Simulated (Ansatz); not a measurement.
Species: sum formula NbO2Cl, charge 1, multiplicity 2. The spin state was set by rule; other spins were not relaxed. 
Coordinates optimised at B3LYP-D3(BJ)/def2-TZVP (Ansatz, a first-principles code):
```
Nb
O 1 1.7164
O 1 1.7860 2 95.48
Cl 1 2.2382 2 108.16 3 -110.93
```
Charge +1, spin multiplicity 2.

Total electronic energies in hartree. Correlated levels leave the core frozen unless marked. Open shells are spin-unrestricted. No spin-orbit coupling. Frozen are the shells of the preceding noble gas and the d and f shells that filled before the atom's block. Past Kr the def2 sets carry scalar-relativistic core potentials. STO-3G rows are all-electron and non-relativistic. Basis-set limits of correlation are two-point, X^-3; Hartree-Fock from the larger set. [CCSD(T)-MP2]/basis is that difference in the basis named.

The UHF reference is spin-contaminated (<S^2> 0.47 over the pure value in the largest basis). The T1 diagnostic of CCSD in the largest basis is 0.062, which is high, so the coupled-cluster rows are less sure than usual.

```
level                                                              program  energy (Eh)
----------------------------------------------------------  --------------  -----------
HF/STO-3G                                                           Ansatz  -4318.25360
HF/def2-QZVPP                                                       Ansatz   -665.47401
RI-HF/def2-QZVPPD                                                   Ansatz   -665.47415
BLYP-D3(BJ)/def2-TZVPD                                      Ansatz + dftd3   -667.47336
BLYP/def2-TZVPD                                                     Ansatz   -667.46500
revPBE-D4/def2-TZVPD                                        Ansatz + dftd4   -667.42931
r2SCAN-D4/def2-TZVPD                                        Ansatz + dftd4   -667.41691
B3LYP/def2-TZVPD                                                    Ansatz   -667.50018
CAM-B3LYP/def2-TZVPD                                                Ansatz   -667.37699
LC-wPBE-D4/def2-TZVPD                                       Ansatz + dftd4   -667.23914
PBE-QIDH/def2-TZVPD                                                 Ansatz   -666.86578
SCS-MP2/def2-SVP                                                    Ansatz   -665.64244
CCSD/STO-3G                                                         Ansatz  -4318.50254
CCSD(T)/def2-SVP                                                    Ansatz   -665.74749
RI-MP2/CBS(def2-TZVPP,def2-QZVPP)+[CCSD(T)-MP2]/def2-TZVPP          Ansatz    -666.4237
```

Totals of different functionals don't rank their quality; only differences between species are comparable.
